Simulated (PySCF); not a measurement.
Job file and geometry (Å, from GFN2-xTB) of an NMR shielding run on SMILES CC#[N+][B@H-](C)O, C₃H₈BNO, GIAO PBE0/pcSseg-1 NMR shielding, non-relativistic, gas phase in PySCF; density fitting, a coarse starting grid and PySCF grid level 2 are the driver's defaults:

```
$ OMP_NUM_THREADS=1 python probes_run.py task.json out

{"job": {"kind": "nmr", "xc": "PBE0", "basis": "pcSseg-1"}, "charge": 0, "multiplicity": 1}
C      2.848264     0.225262    -0.271510
C      1.421299     0.274897    -0.347141
N      0.277805     0.325012    -0.410025
B     -1.226629    -0.275225    -0.684702
C     -2.158636     0.470477     0.411971
O     -1.030211    -1.672905    -0.540065
H      3.256347    -0.020692    -1.251852
H      3.144552    -0.540542     0.445205
H      3.236438     1.191297     0.050781
H     -1.373072     0.042403    -1.820421
H     -1.850905     0.245519     1.433814
H     -2.142510     1.551496     0.294982
H     -3.193632     0.150974     0.309743
H     -1.209789    -1.968447     0.352076
```

Task: What does the program print?

Result: 
```
coarse grid: 11456 points
cycle   1  E = -273.4270848784  dE =  6.789e-01  |g| = 8.286e-01  |ddm| = 3.137e+00
cycle   2  E = -273.0264250445  dE =  4.007e-01  |g| = 1.593e+00  |ddm| = 2.308e+00
cycle   3  E = -273.5708947002  dE = -5.445e-01  |g| = 2.050e-01  |ddm| = 1.739e+00
cycle   4  E = -273.5780950119  dE = -7.200e-03  |g| = 1.184e-01  |ddm| = 1.849e-01
cycle   5  E = -273.5804702142  dE = -2.375e-03  |g| = 5.203e-02  |ddm| = 9.401e-02
cycle   6  E = -273.5810304273  dE = -5.602e-04  |g| = 8.062e-03  |ddm| = 3.807e-02
cycle   7  E = -273.5810449800  dE = -1.455e-05  |g| = 2.150e-03  |ddm| = 7.686e-03
cycle   8  E = -273.5810460264  dE = -1.046e-06  |g| = 4.219e-04  |ddm| = 2.261e-03
final grid: 110008 points
cycle   9  E = -273.6224706887  dE = -3.497e-05  |g| = 7.528e-03  |ddm| = 2.504e-02
cycle  10  E = -273.6224663229  dE =  4.366e-06  |g| = 8.993e-03  |ddm| = 1.213e-02
cycle  11  E = -273.6224839740  dE = -1.765e-05  |g| = 1.272e-03  |ddm| = 7.078e-03
cycle  12  E = -273.6224842738  dE = -2.997e-07  |g| = 1.651e-04  |ddm| = 1.126e-03
cycle  13  E = -273.6224842737  dE =  2.808e-11  |g| = 1.679e-04  |ddm| = 2.044e-04
cycle  14  E = -273.6224842794  dE = -5.632e-09  |g| = 4.859e-05  |ddm| = 1.072e-04
cycle  15  E = -273.6224842799  dE = -5.073e-10  |g| = 5.278e-06  |ddm| = 3.245e-05
converged SCF energy = -273.6224842799

GIAO shielding tensors (ppm)
atom      isotropic    diamagn.    paramagn.     s11        s22        s33       span
  0 C      185.138     249.539     -64.401    177.026    177.911    200.478     23.452
  1 C       61.108     271.449    -210.341    -31.146    -26.676    241.146    272.293
  2 N        7.408     339.659    -332.251   -160.025   -155.537    337.785    497.810
  3 B      103.661     187.148     -83.487     89.614    108.581    112.788     23.174
  4 C      180.495     252.009     -71.514    169.453    181.318    190.714     21.261
  5 O      254.390     388.097    -133.707    205.614    260.171    297.384     91.770
  6 H       29.281      26.688       2.592     24.433     27.174     36.234     11.801
  7 H       29.375      28.375       1.000     24.510     27.572     36.043     11.533
  8 H       29.462      26.981       2.481     24.641     27.190     36.556     11.915
  9 H       28.273      30.248      -1.975     26.383     28.154     30.282      3.899
 10 H       32.422      33.185      -0.764     29.578     30.915     36.772      7.194
 11 H       32.012      31.666       0.345     28.301     29.581     38.153      9.852
 12 H       31.803      29.721       2.082     28.340     28.795     38.272      9.932
 13 H       30.713      33.011      -2.298     24.863     28.178     39.098     14.235
```

Size and cost of the density-fitted run: 142 basis functions, 26 s wall time on 1 thread of an Arm Neoverse N1, shared host; peak memory 0.68 GiB.
